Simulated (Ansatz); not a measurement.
MnCl₂, relaxed as a doublet with UKS PBE-D4/def2-TZVP in Ansatz, starting from the PBE-D4/def2-TZVP geometry of the neutral sextet. Force threshold 0.02 eV/Å.

The charge 0 doublet is spin-contaminated (final ⟨S²⟩ up to 2.65, 0.75 for a pure state). At PBE-D4/def2-TZVP a sextet of charge 0 lies 2.26 eV below the doublet, each at its own geometry.

Start:

```xyz
3

Mn   -0.003   -0.002    0.004
Cl   -1.677    1.345   -0.263
Cl    1.679   -1.343    0.259
```

```csv
step,energy (eV),largest force component (eV/Å),SCF passes
1,-56351.4861,0.460,110
2,-56351.5004,0.121,33
3,-56351.5014,0.007,35
```

Force components are those of the run's own axes.

End:

```tsv
atom	x (Å)	y (Å)	z (Å)
Mn1	-0.002	-0.002	0.003
Cl2	-1.652	1.325	-0.258
Cl3	1.654	-1.323	0.255
```

By distances, no bond broke or formed. The bond that changes most is Mn1–Cl2, from 2.17 to 2.13 Å (atoms count from 1).

No frequencies were taken in this run, so the end may be a saddle point.

Run time 4.3 s (2 threads of Intel Xeon 6975P-C on a shared host).
